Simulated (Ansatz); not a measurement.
One change: `[NH2][GeH]([OH])[SH]` becomes `[CH3][GeH]([NH2])[OH]`.

Ansatz, PBE0-D4/def2-TZVP geometries, multiplicity 1. Each molecule was computed in one conformer, which needn't be the lowest.

Scalar relativity is left out up to krypton.

```csv
property,`[NH2][GeH]([OH])[SH]`
HOMO–LUMO gap (PBE/def2-TZVPP) / eV,5.41
HOMO–LUMO gap (PBE0/def2-TZVPP) / eV,7.68
"ideal-gas entropy at 298 K and 1 bar (rigid rotor, harmonic PBE0-D4/def2-TZVP) / J/(mol·K)",358
HOMO–LUMO gap (B3LYP/def2-TZVPP) / eV,7.13
zero-point energy (PBE0-D4/def2-TZVP) / kJ/mol,149.8
size of the dipole moment (ωB97M-V/def2-TZVPP) / D,1.19
```

(1) Give the same properties after the change, and the shifts. (Best estimate.)

## Answers

(1) Ansatz gave: 
```json
{"property": "HOMO–LUMO gap (PBE/def2-TZVPP) / eV", "`[CH3][GeH]([NH2])[OH]`": "5.90", "shift": "0.49"}
{"property": "HOMO–LUMO gap (PBE0/def2-TZVPP) / eV", "`[CH3][GeH]([NH2])[OH]`": "8.20", "shift": "0.52"}
{"property": "ideal-gas entropy at 298 K and 1 bar (rigid rotor, harmonic PBE0-D4/def2-TZVP) / J/(mol·K)", "`[CH3][GeH]([NH2])[OH]`": "346", "shift": "-12"}
{"property": "HOMO–LUMO gap (B3LYP/def2-TZVPP) / eV", "`[CH3][GeH]([NH2])[OH]`": "7.59", "shift": "0.46"}
{"property": "zero-point energy (PBE0-D4/def2-TZVP) / kJ/mol", "`[CH3][GeH]([NH2])[OH]`": "220.9", "shift": "71.1"}
{"property": "size of the dipole moment (ωB97M-V/def2-TZVPP) / D", "`[CH3][GeH]([NH2])[OH]`": "2.29", "shift": "1.10"}
```

The zero-point energy changes by 71.1 kJ/mol with +6 modes. Dipoles are sizes alone; their direction can turn.

B3LYP here is the variant with VWN-RPA as its local correlation; programs differ in this.
